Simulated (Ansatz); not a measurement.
C₃H₇In, SMILES `C=[CH][InH][CH3]` at its PBE0-D4/def2-TZVP geometry, where that method's forces vanish. Total charge 0; spin multiplicity 1. In takes the def2 core potential.

```xyz
11

C     1.0357    2.0458    1.1064
C     0.8668    0.7432    0.8822
In   -0.5725    0.0335   -0.5356
C    -0.8532   -2.0647   -0.9269
H     1.7618    2.4274    1.8235
H     0.4551    2.8028    0.5835
H     1.4899    0.0527    1.4497
H    -1.4814    1.2639   -1.3514
H    -1.9143   -2.3004   -1.0214
H    -0.3698   -2.3253   -1.8720
H    -0.4182   -2.6789   -0.1381
```

What forces (eV/Å) does ωB97M-V/def2-TZVPP give on these atoms in the Gaussian-basis code of Ansatz? (Estimate.)

Ansatz gave: 
```
C1   0.021  0.055  0.023
C2   0.009 -0.053  0.009
In3 -0.025  0.053 -0.024
C4  -0.001  0.009 -0.001
H5  -0.065 -0.048 -0.065
H6   0.040 -0.073  0.035
H7  -0.037  0.086 -0.032
H8   0.052 -0.075  0.046
H9   0.088  0.002  0.006
H10 -0.042  0.007  0.076
H11 -0.040  0.037 -0.072
```
